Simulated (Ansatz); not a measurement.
Abridged output of a molecular run in Ansatz:

```
Functional definition: HF
  name "HF"
  cite "Fock, Z. Phys. 61, 126 (1930) doi:10.1007/BF01340294"
  parent pbe
  exchange = exact_x
  correlation = 0
782 factors; integrals over basis functions are off by at most 1.2e-3 eV
mean field evaluation 1: about -4269.9291 eV, gradient 2.1e1 eV
mean field evaluation 2: about -4269.9349 eV, gradient 2.1e1 eV
mean field evaluation 4: about -4271.4461 eV, gradient 4.6e0 eV
mean field evaluation 8: about -4271.5005 eV, gradient 3.2e-4 eV
mean field -4271.50053134 eV, -156.9747491996 hartree, gradient 1.2e-6 eV, S^2 0.000000; 0 other end points of the search recorded, 0 dependent functions left out
4 core orbitals not correlated: weight in the atoms' cores, before any rotation towards them, 1.000 or more for the frozen orbitals, at most 0.000 for the correlated occupied ones
reference -4271.50053134 eV, -156.9747491996 hartree; 10, 10 occupied and 62, 62 virtual orbitals, 782 factors
second order -14.17490701 eV of doubles, -0.00000000 eV of singles
cycle   1  -14.39104183 eV  change   -2.2e-1 eV  update   9.6e-2
cycle   2  -14.85306213 eV  change   -4.6e-1 eV  update   2.9e-2
cycle   3  -14.95105259 eV  change   -9.8e-2 eV  update   1.3e-2
cycle   4  -14.94759701 eV  change    3.5e-3 eV  update   3.5e-3
cycle   5  -14.94992756 eV  change   -2.3e-3 eV  update   1.4e-3
cycle   6  -14.94979002 eV  change    1.4e-4 eV  update   4.1e-4
cycle   7  -14.94963384 eV  change    1.6e-4 eV  update   1.4e-4
cycle   8  -14.94963827 eV  change   -4.4e-6 eV  update   5.2e-5
cycle   9  -14.94962661 eV  change    1.2e-5 eV  update   1.6e-5
perturbative correction -0.63414057 eV, -0.0233042360 hartree
Total energy: -4287.08429852 eV, -157.5474420804 hartree
```

Its atoms:

Cartesian coordinates in Å:
```
B 0.682 -0.168 0.706
C 0.017 1.106 0.203
N -0.810 1.384 -0.640
C -0.507 -0.193 -0.577
H 1.798 -0.361 0.330
H 0.279 -0.596 1.743
H -1.409 -0.691 -0.251
H -0.051 -0.480 -1.514
```

Problem. Which basis set was used?
A. def2-TZVPP
B. def2-TZVPPD
C. def2-SVP
D. cc-pV(Q+d)Z

Solution. C. It gives 76 functions.

Problem. Write the keys of the input that set method, charge and spin (a neutral closed shell needs none for the last two).

Solution. 
```yaml
correlation: {method: ccsd_t}
```
